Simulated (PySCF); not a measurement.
Cartesian coordinates in Å; atom numbers follow the order of the lines, from 1:
```xyz
19

Si   -0.3025   -0.0011   -0.2133
C    -0.3253   -0.1424    1.6784
C    -1.7140   -0.1288    2.2246
C    -2.3779   -1.1873    2.6959
H     0.2641    0.7009    2.0797
H     0.2010   -1.0710    1.9568
H    -2.2305    0.8395    2.1948
H    -1.9150   -2.1785    2.7452
H    -3.4081   -1.1006    3.0498
C     1.4795    0.1238   -0.8521
C     1.5396    0.1292   -2.3434
C     1.7513    1.2022   -3.1099
H     2.0406   -0.7324   -0.4381
H     1.9252    1.0414   -0.4326
H     1.3554   -0.8355   -2.8338
H     1.9361    2.1902   -2.6752
H     1.7484    1.1308   -4.2003
H    -1.0625    1.2161   -0.6369
H    -0.9680   -1.2033   -0.8049
```

Geometry: PBE0-D3(BJ)/def2-SVP; GIAO absolute shieldings from PySCF, gas phase, non-relativistic, averaged over equivalent atoms.

At PBE0/pcSseg-1 (186 basis functions, 34 s wall time on 1 thread of an Arm Neoverse V1, shared host):
| atoms | σ (ppm) |
| --- | --- |
| Si1 | 380.2 |
| C3/C11 | 42.0 |
| C4/C12 | 62.9 |
| C2/C10 | 162.2 |
| H7/H15 | 25.29 |
| H8/H9/H16/H17 | 26.04 |
| H18/H19 | 27.43 |
| H5/H6/H13/H14 | 29.63 |

**Question.** Estimate the result of repeating the calculation with KT2/pcSseg-1.

**Answer.** 
```json
{"atoms": "Si1", "σ at KT2/pcSseg-1": "393.5", "change": "+13.3"}
{"atoms": "C3/C11", "σ at KT2/pcSseg-1": "51.2", "change": "+9.2"}
{"atoms": "C4/C12", "σ at KT2/pcSseg-1": "71.2", "change": "+8.3"}
{"atoms": "C2/C10", "σ at KT2/pcSseg-1": "159.5", "change": "-2.7"}
{"atoms": "H7/H15", "σ at KT2/pcSseg-1": "25.38", "change": "+0.09"}
{"atoms": "H8/H9/H16/H17", "σ at KT2/pcSseg-1": "26.15", "change": "+0.11"}
{"atoms": "H18/H19", "σ at KT2/pcSseg-1": "27.32", "change": "-0.11"}
{"atoms": "H5/H6/H13/H14", "σ at KT2/pcSseg-1": "29.46", "change": "-0.17"}
```

The largest change is at Si1 (silicon bonded to 2 C, 2 H). Cost: 186 basis functions, 37 s wall time on 1 thread of an Arm Neoverse V1, shared host. The order of the carbon signals is the same at both levels.
